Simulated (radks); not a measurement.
Values are calculated unless marked as measured or tabulated.
Spherical quantum dot in the effective-mass picture: electrons in a parabolic well V = omega^2 r^2 / 2 with omega = 2.33, all in effective atomic units (hartree* = m*/eps^2 hartree, bohr* = eps/m* bohr), one dielectric constant everywhere. Level of theory: non-relativistic Kohn-Sham, LDA (Slater exchange, Perdew-Wang correlation), spin-polarised, spherical densities (a radial shooting solver with Libxc functionals). Levels are named by radial order and angular momentum (1s, 1p, 1d, 2s, ...), and open shells are averaged over m. Results are scaled to m* = 0.062 and eps = 7, for which hartree* = 34.43 meV and bohr* = 5.975 nm.

N = 31, configuration 1s2 1p6 1d10 2s2 1f(up 7, down 4). This is the lowest configuration that the search found. Occupied and some empty levels:

level,occupation,eigenvalue (meV),<r> (nm)
1s up,1,830.77,6.200
1s down,1,831.66,6.162
1p up,3,871.81,7.957
1p down,3,873.18,7.933
1d up,5,916.08,9.200
1d down,5,917.71,9.191
2s up,1,921.68,8.150
2s down,1,922.84,8.168
1f up,7,963.72,10.17
1f down,4,965.44,10.17
2p up,0,973.97,9.112
2p down,0,975.08,9.124
1g up,0,1014.6,10.98
1g down,0,1016.3,10.99
2d up,0,1028.8,10.02
2d down,0,1029.9,10.03

Energy (meV): total 18955.0, kinetic 2692.3, external 7231.2, Hartree 9806.6, exchange-correlation -775.08.
